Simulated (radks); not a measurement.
Results of a calculation; reference values are marked as such.
Spherical quantum dot in the effective-mass picture: electrons in a well V = -V0 / (1 + exp((r - R)/a)) with V0 = 7.72, R = 2.7, a = 0.097, all in effective atomic units (hartree* = m*/eps^2 hartree, bohr* = eps/m* bohr), one dielectric constant everywhere. Level of theory: non-relativistic Kohn-Sham, exchange-only LDA, spin-polarised, spherical densities (a radial shooting solver with Libxc functionals). Levels are named by radial order and angular momentum (1s, 1p, 1d, 2s, ...), and open shells are averaged over m.

N = 5, configuration 1s2 1p(up 3, down 0). This is the lowest configuration that the search found. Occupied and some empty levels:

level,occupation,eigenvalue (hartree*),<r> (bohr*)
1s up,1,-4.9069,1.624
1s down,1,-4.7328,1.610
1p up,3,-4.4222,1.821
1p down,0,-4.2386,1.821
1d up,0,-3.7362,1.957
1d down,0,-3.5528,1.962
2s up,0,-3.1200,1.444
2s down,0,-2.9961,1.447
1f up,0,-2.8816,2.063
1f down,0,-2.7023,2.069

Energy (hartree*): total -28.7967, kinetic 4.1079, external -37.659, Hartree 6.4583, exchange-correlation -1.7037.
